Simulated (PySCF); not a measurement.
Molecule: C₂H₈OSi, SMILES C([SiH3])CO. Atoms near the plane z = 0.0 Å, at the GFN2-xTB optimised geometry (x, y, z in Å): O1 (2.1, -1.1, 0.0), C2 (0.7, -1.1, 0.0), C3 (0.1, 0.3, 0.0), Si4 (-1.8, 0.3, -0.1), H5 (2.4, -0.6, 0.8), H6 (0.3, -1.7, 0.9), H7 (0.4, -1.6, -0.9), H8 (0.5, 0.8, -0.8), H9 (0.4, 0.8, 0.9), H10 (-2.3, 1.7, -0.1), H11 (-2.4, -0.4, 1.0).

Method: PBE/def2-TZVP (PySCF). Cells within 0.4 Å of a nucleus heavier than hydrogen are left out (blank, or x). The values are rescaled to run from 0 to 1.

```
|444444444444444444444444444|
|444444444444444444444444444|
|444444444444444444444444444|
|444444444444444444444444444|
|444444444444444444444444444|
|444444444444444444444444444|
|444445554444444444444444444|
|444455555444444444444444444|
|444555665444444444444444444|
|444555655433444555444444444|
|444555654333345555444444444|
|444555554321136655544444444|
|4445555xx3110xx765444444444|
|4445555xx3211x7755444444444|
|444555544322346654445554444|
|444455544333456543246655444|
|44444444444445xxx2xxx755444|
|444444444444455x223x9755444|
|444444444444454434467655444|
|444444444444444444455554444|
|444444444444444444455544444|
|444444444444444444444444444|
|444444444444444444444444444|
|444444444444444444444444444|
|444444444444444444444444444|
|444444444444444444444444444|
|444444444444444444444444444|
```
Scale: ten equal steps from 0.000 (start of '0') to 1.00 (end of '9'), in the order '0123456789'; x runs from -4.50 to 4.50, y from -4.50 (bottom) to 4.50 (top).

Which quantity is mapped?
A. log10 of the electron density
B. Laplacian of the electron density
C. electron localisation function
D. an orbital amplitude

D, an orbital amplitude. In full: HOMO−1 amplitude (bohr^(-3/2)).
